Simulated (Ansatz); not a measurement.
Consider the cleavage of the Si–P bond: `C[SiH](O)P` + `O[SiH](O)F` → `C[Si@H](O)O[Si@@H](O)F` + PH₃.

Program: Ansatz. Geometries: PBE0-D4/def2-TZVP. ΔE: electronic, gas phase. CCSD(T)/CBS is the MP2 limit (def2-TZVPP, def2-QZVPP) plus CCSD(T) − MP2 in def2-TZVPP, frozen cores. This one scheme is used for every species. DFT in def2-TZVPP. B3LYP here is the variant with VWN-RPA as its local correlation; programs differ in this. Each species was taken in one conformer, which may not be the lowest.

```csv
level,ΔE (kJ/mol),difference from CCSD(T)/CBS
r2SCAN-D4,-115.4,3.3
B3LYP-D4,-121.9,-3.2
ωB97X-V,-119.5,-0.8
PBE,-96.3,22.4
r2SCAN,-114.1,4.6
PBE0,-103.6,15.1
B3LYP,-117.5,1.2
MP2/def2-QZVPP,-118.9,-0.2
SCS-MP2/def2-QZVPP,-123.3,-4.6
MP2/CBS(def2),-116.9,1.8
CCSD(T)/CBS,-118.7,0
```

Largest T1 diagnostic among the species: 0.013.

In def2-TZVPP, CCSD(T) changes the Hartree–Fock value by +15.5 kJ/mol (the triples alone add +2.8 kJ/mol) and MP2 by +17.2 kJ/mol. From PBE to PBE0 (25 % exact exchange), in def2-TZVPP and without D4, ΔE moves by −7.2 kJ/mol.
